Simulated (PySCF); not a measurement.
**Structure from 2D NMR**

Compound of formula C₇H₆N₂. Correlations simulated from computed shifts and couplings:

HSQC (one-bond C–H):
```
  δH     δC  $^{1}J$(C,H) (Hz)
7.98  142.4                169
7.73  134.2                175
7.50  130.4                168
2.83   27.4                134
```

COSY cross peaks (|J| ≥ 2 Hz):
```
  δH    δH  abs. J (Hz)  bonds
7.98  7.73          8.6      3
7.98  7.50          8.8      3
```

HMBC (two and three bonds, |J| ≥ 2.5 Hz):
```
  δH                      δC [abs. J in Hz]
7.98               165.5 [7.0], 139.1 [8.1]
7.73  139.1 [2.5], 130.4 [6.8], 123.1 [3.6]
7.50               165.5 [3.2], 134.2 [6.9]
2.83               165.5 [6.2], 130.4 [4.2]
```

Carbons without hydrogens: δ 165.5, 139.1, 123.1.

[PySCF 2.14: spin–spin couplings from B3LYP/pcJ-1 (without the spin–dipole term); shielding tensors at PBE0/pcSseg-1 (GIAO); structure optimised with GFN2-xTB; in vacuum; one conformer; rapidly exchanging positions averaged; relativity neglected]

δ = σ(ref) − σ, references computed at the same level: $^{1}$H (σref 31.72), $^{13}$C (σref 186.93) vs TMS.

Exchangeable hydrogens are left out of these lists, and C,H couplings along chains are those of one rotamer, so weak HMBC peaks may be missing or extra.

Which molecule is this?

Results:

6-methylpyridine-2-carbonitrile.

Atom-mapped SMILES (the numbers label the heavy atoms): `[CH3:1][c:2]1[cH:3][cH:4][cH:5][c:6]([C:7]#[N:8])[n:9]1`; H(Xn) means a hydrogen on atom n.

- δC 165.5 is C2, a substituted aromatic carbon next to a ring nitrogen.
- δC 142.4 is C4, an aromatic CH (δH 7.98).
- δC 139.1 is C6, a substituted aromatic carbon next to a ring nitrogen.
- δC 134.2 is C5, an aromatic CH (δH 7.73).
- δC 130.4 is C3, an aromatic CH (δH 7.50).
- δC 123.1 is C7, a nitrile carbon.
- δC 27.4 is C1, a methyl carbon on an aromatic ring (δH 2.83).
- HMBC from δH 7.98 reaches the proton-free carbons C2, C6.
- HMBC from δH 7.73 reaches the proton-free carbons C6, C7.
- HMBC from δH 7.50 reaches the proton-free carbon C2.
- HMBC from δH 2.83 reaches the proton-free carbon C2.
- COSY links 7.98–7.73, 7.98–7.50.

The data come from this structure; uniqueness wasn't tested.

Unscaled 3J(H,H) at this level run about 10 % above measured values. Shifts are as computed. Against solution values, carbons near 30 ppm lie about +3 ppm off and those near 130 ppm about +5 ppm. Of 1211 compounds with measured shifts, 218 miss one by over three times the rms of a fit or turn the order of signals round; such compounds aren't used in these exercises.
